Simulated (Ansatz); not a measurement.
A made-up structure of B₂HClO, singlet:

| atom | x (Å) | y (Å) | z (Å) |
| --- | --- | --- | --- |
| Cl1 | 1.3926 | 2.0885 | 0.6358 |
| B2 | -0.6868 | -0.0946 | 0.0740 |
| B3 | 0.7550 | 0.4932 | -0.0770 |
| O4 | 0.4525 | -0.8589 | -0.0589 |
| H5 | 1.8057 | 1.0280 | -0.1858 |

It is relaxed with PBE-D4/def2-SVP and then PBE0-D4/def2-TZVP (Ansatz 0.2.0). Atoms count as bonded within 1.22 times the sum of their covalent radii (H–H: 0.88 Å). The end point is not checked to be a true minimum.

(1) Does its bonding change? (A judgement: the text doesn't fix the answer.)

Answers

(1) Computed: Yes. Formed: none; broken: Cl1–H5, B2–B3.

Where it ends: The first stage lowers the energy by 5.53 eV in 15 steps. It ends as B₂HClO ([B][O][BH][Cl]):
```csv
atom,x (Å),y (Å),z (Å)
Cl1,1.3392,2.0874,1.2100
B2,-0.8041,-0.9002,-0.1989
B3,1.1572,0.8142,0.0502
O4,0.0406,0.0305,0.1043
H5,1.9861,0.6242,-0.7775
```

Labels in which every atom is bracketed show which atoms are joined, not bond orders.

For scale, one of the runs: PBE0-D4/def2-TZVP relaxation, 136 basis functions, launched by `ansatz run in.yaml --threads 2 --pin off --events-out ev --progress --plain --max-ram 4352MiB`. The run took about 91 s on 2 CPU threads of an AMD EPYC (shared host).
